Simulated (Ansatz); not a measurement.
The cluster Cd3 (the lowest singlet isomer of a short search). Total charge 0; singlet. Geometry PBE/def2-TZVP, basis def2-TZVP, Ansatz.

```xyz
3

Cd   -1.641    0.304    0.956
Cd    1.684    0.461    0.808
Cd   -0.043   -0.765   -1.764
```

```csv
run,HOMO (eV),LUMO (eV)
A,-5.55,-2.30
B,-5.23,-2.09
C,-6.92,-0.76
D,-5.98,-1.46
E,-5.39,-1.95
F,-5.81,-1.52
```

In the def2 sets Cd takes a core potential; there is no spin–orbit coupling. The structure comes from a short search, and lower isomers may exist.

The runs used CAM-B3LYP, LDA (SPW92), PBE, PBE0, r2SCAN, r2SCAN0. Estimate which is which.

A LDA (SPW92) (0 % exact exchange); B PBE (0 % exact exchange); C CAM-B3LYP (range-separated); D r2SCAN0 (25 % exact exchange); E r2SCAN (0 % exact exchange); F PBE0 (25 % exact exchange). Exact exchange lowers occupied and raises empty levels; among semilocal functionals meta-GGAs tend to open the gap a little, and such runs are hard to tell apart. The gap grows from 3.14 eV (PBE) to 6.16 eV (CAM-B3LYP).
